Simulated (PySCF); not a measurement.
# Polarisability and C₆ of Te (tellurium, neutral)

[Kr] 4d10 5s2 5p3 5d1, high-spin 5D determinant (an excited configuration). Calculation: PySCF 2.14, in aug-cc-pVQZ-PP with one added diffuse shell each of s, p, d, f, g type with ECP28MDF (8s8p6d4f3g, 117 functions); a scalar-relativistic core potential. Coupled (time-dependent) response in atomic units; α is the mean over directions.

```tsv
method	mean α (bohr³)	α xx, yy, zz	C₆ (like pair)	S(−4)
PBE	4365	6472, 6472, 149.8	37820	769900000
```

S(−4) is the Cauchy moment in α(ω) = α(0) + S(−4) ω² + …

Spin-orbit coupling is absent.

α(iu) at PBE:

```tsv
u (hartree)	α(iu) (bohr³)
0	4365
0.0500	137.5
0.100	88.17
0.200	44.73
0.300	28.68
0.500	15.65
0.750	9.132
1.00	6.068
1.50	3.353
2.00	2.191
3.00	1.188
5.00	0.5204
```

A single London oscillator, α(iu) = α/(1 + u²/ω²), gives C₆ = (3/4) ω α². Matching the computed C₆ needs ω = 4 × 37820 / (3 × 4365²) = 0.00265 hartree.

The components differ because the open shell of this determinant is not spherical; for a pure term their mean is the scalar polarisability.

Energies and moments cover only the electrons outside the core potential. The outer electron is Rydberg-like, and this basis confines it to a smaller radius and binds it less than a complete one would.
